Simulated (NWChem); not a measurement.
System: SiH₂OClF; SMILES O[SiH](F)Cl

Here is an NWChem input.

```
start job
memory heap 200 mb stack 900 mb global 1100 mb
geometry units angstroms noautoz
  Si    -0.003544     0.457955     0.372475
  O     -1.288771     1.252525    -0.253010
  F      1.373614     1.030697    -0.242978
  Cl    -0.053860    -1.533213    -0.119012
  H     -0.006725     0.651713     1.829596
  H     -1.499636     1.141358    -1.185324
end
basis spherical
  * library def2-tzvp
end
dft
  xc xtpss03 ctpss03
  iterations 150
  mulliken
end
task dft energy
```

Coordinates come from a PBE0/def2-SVP optimisation.

### Question
Give the results of this calculation. (TPSS/def2-TZVP.) Quantities: basis functions; energy (Ha); highest occupied level (eV); orbital gap (eV); dipole (D).

### Answer
| Item | Value |
|---|---|
| number of basis functions | 148 |
| energy (Ha) | -926.29 |
| highest occupied level (eV) | -8.12 |
| orbital gap (eV) | 7.90 |
| dipole (D) | 1.13 |
